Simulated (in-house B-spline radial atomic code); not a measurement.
Values are calculated unless marked as measured or tabulated.
## Be in an electron gas of r_s = 2: phase shifts, screening, friction and resistivity

A nucleus sits in a uniform electron gas with a rigid positive background. The Kohn-Sham equations are solved self-consistently in the spin-unpolarised LDA (PW92), non-relativistic, on B-splines with outgoing waves at the boundary and partial waves to l = 8. The model has no lattice, no bands and no magnetic solution. Atomic units; δ_l are the phase shifts at the Fermi level, counted so that each bound state adds π, and good to about 0.0005.

The density parameter is r_s = 2 bohr, near that of the valence electrons of Si (4 per atom, density 2.33 g/cm³, mass 28.09 u, which gives r_s = 2.01).

```
l  δ_l (rad)
0     3.2519
1     0.8425
2     0.0763
3     0.0130
4     0.0028
5     0.0005
6     0.0002
7     0.0000
8     0.0000
```

Bound levels below the band bottom (hartree): s -3.263.

Q: Check the Friedel sum rule, and say where the screening charge sits.

A: k_F = (9π/4)^(1/3)/r_s = 0.95958. The rule is Z = (2/π) Σ (2l + 1) δ_l. The terms are s 2.070, p 1.609, d 0.243, f 0.058 and 0.021 beyond, in all 4.001 against Z = 4. Bound states hold 2 s, 0 p, 0 d electrons, so the scattering states carry 2.00 in all.

Q: Find the transport cross section and the electronic stopping of a 2 keV Be ion (mass 9.01 u).

A: σ_tr = (4π/k_F²) Σ (l + 1) sin²(δ_l − δ_(l+1)). The terms for l = 0 to 3 are 0.4469, 0.9616, 0.0120, 0.0004, all together 1.4210, so σ_tr = 13.647 × 1.4210 = 19.392 bohr². With n = 3/(4π r_s³) = 0.02984, the friction coefficient is Q = n k_F σ_tr = 0.5553. For v well below v_F = 0.960, dE/dx = Q v; with 24801 eV per u at v = 1, v = √(2000/(24801 × 9.01)) = 0.0946, so dE/dx = 0.05254 hartree/bohr = 27 eV/nm. The largest term couples the p and d waves.

Q: What residual resistivity would 1 atomic per cent of such centres give in a metal of this density?

A: Δρ = k_F n_i σ_tr/n in atomic units of 21.74 μΩ·cm. With one host atom per 4 electrons, n_i/n = 0.01/4, so Δρ = 0.9596 × 0.00250 × 19.392 × 21.74 = 1.01 μΩ·cm. This is an atom added to the gas, as on an interstitial site.

Q: On a substitutional site the background of one host ion, a sphere holding 4 charges, is taken out. The phase shifts for l = 0 to 4 become 2.6117, -0.1340, -0.2507, -0.0930, -0.0250. What follows?

A: The Friedel sum is now -0.00, for Z − 4 = 0. The sum in σ_tr is 0.2703, so σ_tr = 3.69 bohr² and Δρ = 0.19 μΩ·cm per atomic per cent, 0.19 times the value above. A real host ion scatters too, so this model doesn't give zero even for the host's own atom.
